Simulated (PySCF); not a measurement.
PySCF 2.14 output of an unrestricted BP86 calculation on a single atom or ion in aug-cc-pVDZ (4s3p2d, 23 functions), with the non-relativistic Hamiltonian (point nucleus):

```
SCF conv_tol = 1e-09
number electrons alpha = 5  beta = 2
    A. D. Becke.,  Phys. Rev. A 38, 3098 (1988)
    J. P. Perdew.,  Phys. Rev. B 33, 8822 (1986)
cycle= 1 E= -95.7781632538097  delta_E= -0.00175  |g|= 0.00556  |ddm|= 0.173
cycle= 2 E= -95.7781692900898  delta_E= -6.04e-06  |g|= 0.00089  |ddm|= 0.0145
cycle= 3 E= -95.7781695163932  delta_E= -2.26e-07  |g|= 0.00013  |ddm|= 0.00235
cycle= 4 E= -95.7781695215676  delta_E= -5.17e-09  |g|= 2.8e-06  |ddm|= 0.000321
cycle= 5 E= -95.7781695215664  delta_E= 1.22e-12  |g|= 7.71e-08  |ddm|= 6.24e-06
converged SCF energy = -95.7781695215664  <S^2> = 3.7504624  2S+1 = 4.0002312
```

The run itself started from symmetry-adapted Hartree-Fock orbitals and held the occupation by maximum overlap, on a logarithmic radial grid, so the iterations belong to that start.

Q: Which element, charge and spin multiplicity is this?

A: F²⁺ (fluorine, charge +2), multiplicity 4; the state was [He] 2s2 2p2 3d1, one real determinant (an excited configuration).

⟨L²⟩ = 8.00 against 12 for a pure F term, so this real determinant mixes terms. The outer electron is Rydberg-like, and this basis confines it to a smaller radius and binds it less than a complete one would.
